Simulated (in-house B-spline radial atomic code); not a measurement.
A run on Ni (an excited or competing configuration) that did not converge. Method: scalar-relativistic (X2C) B97-1, spin-polarised, spherical fractional occupations, exact exchange averaged over the configuration, Fermi nucleus of rms radius 3.7757 fm; computed with an all-electron radial atomic-structure program (B-spline basis).

Command:
```bash
python run_scf.py task.json out
```
Settings (nuclear radius in fm, mass in u):
```
Z                28
configuration    [Ar] 3d8 4s1 4f1
hamiltonian      x2c
method           b97_1
spin_polarised   True
nucleus          fermi
rms_radius       3.7757
atomic_mass      57.93534
speed_of_light   137.035999084
exact_exchange   averaged over the configuration
```

First and last ten iterations of the last attempt (damped for 15 steps, keeping 80 % of the old Fock matrix, then DIIS):
```
 iter        energy (Eh)    residual
    1       -1518.776327    3.43e-01
    2       -1518.142435    2.74e-01
    3       -1519.502140    1.51e-01
    4       -1519.998300    7.68e-02
    5       -1520.148233    3.67e-02
    6       -1520.187044    1.88e-02
    7       -1520.196216    1.30e-02
    8       -1520.198354    9.33e-03
    9       -1520.198896    6.85e-03
   10       -1520.199066    5.11e-03
  111       -1520.199238    5.85e-05
  112       -1520.199238    8.55e-05
  113       -1520.199238    9.23e-05
  114       -1520.199237    3.92e-05
  115       -1520.199237    3.57e-05
  116       -1520.199238    8.18e-05
  117       -1520.199238    1.16e-04
  118       -1520.199238    1.22e-04
  119       -1520.199238    6.67e-05
  120       -1520.199238    4.43e-05
 not converged after 120 iterations
```

The smallest residual met was 3.4e-05; the threshold is about 3e-07. Over the last five steps the energy moves by less than 5e-07 hartree, but the orbitals didn't meet the threshold. Cost of the run: 7.2 s on 1 thread of Intel(R) Xeon(R) Platinum 8488C (shared host).
